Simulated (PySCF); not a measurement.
Homolysis of single bonds, series In NH2-H. Isolated molecules, 0 K electronic values unless said otherwise. One relaxed conformer stands for each flexible species; it need not be the lowest. Strings in code marks are SMILES.

Method: TPSSh-D3(BJ)/def2-TZVP // CAM-B3LYP-D3(BJ)/def2-TZVP (PySCF). 

| species | HOMO–LUMO gap (eV) | LUMO (eV) |
|---|---|---|
| whole molecule (`[NH2][InH][NH2]`) | 5.18 | -0.61 |
| whole molecule (`[NH2][InH2]`) | 4.87 | -1.33 |
| radical fragment (`[InH2]`) | – | – |
| whole molecule (`[InH3]`) | 5.47 | ? |

**Question.** Fill in the missing entries.

**Answer.** 
- whole molecule (`[InH3]`), LUMO (eV): -2.17
